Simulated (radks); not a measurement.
Polarisability of neutral sulfur, [Ne] 3s2 3p4, at imaginary frequency. Method: non-relativistic Kohn-Sham, LDA (Slater exchange, VWN5 correlation), spin-polarised, spherical densities, point nucleus; open shells are filled with parallel spins first; computed with a radial shooting solver on a logarithmic mesh with Libxc functionals. Response by self-consistent Sternheimer equations with the Hartree and adiabatic LDA kernel.

w (hartree),alpha1(iw) (bohr^3)
0.00266,21.21
0.0143,21.18
0.0360,21.02
0.0697,20.53
0.118,19.42
0.186,17.41
0.280,14.48
0.413,10.98
0.605,7.474
0.892,4.527
1.35,2.425
2.12,1.145
3.59,0.4731
6.94,0.1634
17.5,0.03618

Static values: alpha1 = 21.21 bohr^3 (3.143 angstrom^3; uncoupled 31.85). C6 = 146.2, triple-dipole C9 = 2244 atomic units. One-pole (London) frequency 4 C6 / (3 alpha1^2) = 0.433 hartree, against 0.228 for minus the highest occupied eigenvalue. The dipole shielding factor is 1.000, as the force sum rule N/Z = 1.000 demands. Recommended static value: 19.4 bohr^3 (Schwerdtfeger and Nagle, 2023 table).
